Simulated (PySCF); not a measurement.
Si(CCH)(Me)2(NMe2), C₆H₁₃NSi, SMILES C#C[Si](C)(C)N(C)C (GFN2-xTB optimised geometry):

```
21

C     -0.928     1.717    -0.049
C     -0.543     0.578     0.000
Si     0.013    -1.207     0.000
C      1.914    -1.207     0.000
C     -0.683    -2.017     1.572
N     -0.537    -2.105    -1.371
C      0.069    -1.936    -2.669
C     -1.905    -2.550    -1.475
H     -1.257     2.717    -0.077
H      2.317    -2.197    -0.189
H      2.288    -0.875     0.963
H      2.314    -0.533    -0.750
H     -0.564    -3.096     1.556
H     -0.167    -1.640     2.448
H     -1.738    -1.797     1.702
H      1.111    -1.652    -2.557
H      0.018    -2.877    -3.225
H     -0.441    -1.164    -3.258
H     -2.532    -1.815    -1.994
H     -2.317    -2.717    -0.485
H     -1.946    -3.488    -2.036
```

Method: PBE0/def2-SVP in PySCF.

What are the frontier orbital energies and the dipole moment?

HOMO-2 -7.96 eV, HOMO-1 -7.76 eV, HOMO -6.21 eV, LUMO 0.62 eV, LUMO+1 0.75 eV; dipole moment 0.47 D.

On the same geometry PBE/def2-SVP run with PySCF gives HOMO-2 -6.66 eV, HOMO-1 -6.48 eV, HOMO -4.85 eV, LUMO -0.33 eV, LUMO+1 -0.20 eV; dipole moment 0.50 D.

Meta-Löwdin charges at PBE0/def2-SVP: C1 -0.16, C2 -0.30, Si3 0.97, C4 -0.56, C5 -0.56, N6 -0.43, C7 -0.19, C8 -0.19, H9 0.15, H10 0.12, H11 0.12, H12 0.12, H13 0.12, H14 0.12, H15 0.12, H16 0.10, H17 0.09, H18 0.08, H19 0.08, H20 0.10, H21 0.09.
